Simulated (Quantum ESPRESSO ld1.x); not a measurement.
The numbers below are computed, except where a source is named.
Q: The mean radii <r> (bohr) of the occupied orbitals of an atom or ion are listed with their occupations. Level of theory: scalar-relativistic Kohn-Sham, LDA (Slater exchange, VWN5 correlation), spin-polarised, spherical densities, point nucleus (ld1.x of Quantum ESPRESSO 7.5).

| orbital | occ. | <r> |
|---|---|---|
| 1s up | 1 | 0.02600 |
| 1s down | 1 | 0.02599 |
| 2s up | 1 | 0.1056 |

Name the element and its charge. Open shells, if any, are filled with parallel spins first.

A: Z = 55, caesium, charge +52: Cs52+ in [He] 2s1. The 1s radius gives Z: for a bare nucleus <r> = (2 gamma + 1)/(2Z) with gamma = sqrt(1 - (Z/c)^2), 0.02574 bohr for Z = 55, and screening makes it slightly larger (0.02600 here). The occupations add up to 3, and the charge is Z minus that.
